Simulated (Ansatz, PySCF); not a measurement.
Torsion H3–O1–Ge2–H4 in GeH2O (SMILES [OH][GeH]); at each angle all else is relaxed with GFN2-xTB, and the levels are single points there.
Geometry at 180° (charge 0, multiplicity 1):
| atom | x (Å) | y (Å) | z (Å) |
|---|---|---|---|
| O | -0.8204 | 0.2793 | 0.2874 |
| Ge | 0.7808 | 0.6234 | -0.3681 |
| H | -1.3957 | -0.3737 | -0.1074 |
| H | 1.0484 | 1.7551 | 0.8013 |
Energies count from the point at 180°.

Correlated levels freeze the cores. Filled d and f shells under p-block atoms count as core. CBS(a, b) extrapolates the correlation energy as X⁻³ and adds the Hartree–Fock energy of set b.

Codes used: Ansatz (a program for electronic structure); PySCF for the dispersion terms. 

Energies in kcal/mol.

```
dihedral (°)  BLYP-D3(BJ)/def2-TZVPP  B3LYP/def2-TZVPP  wB97M-V/def2-TZVPP  MP2/cc-pVDZ  CCSD(T)/CBS(cc-pVTZ, cc-pVQZ)
------------  ----------------------  ----------------  ------------------  -----------  -----------------------------
0                               0.40              0.46                0.58         0.83                           0.76
30                              2.45              2.47                2.63         3.16                           2.74
60                              7.50              7.36                7.59         8.83                           7.56
120                             8.35              8.14                8.33         9.78                           8.21
150                             2.40              2.38                2.45         2.88                           2.39
180                             0.00              0.00                0.00         0.00                           0.00
210                             2.40              2.38                2.45         2.88                           2.39
240                             8.35              8.14                8.33         9.78                           8.21
300                             7.50              7.36                7.59         8.83                           7.56
330                             2.45              2.47                2.63         3.16                           2.74
```
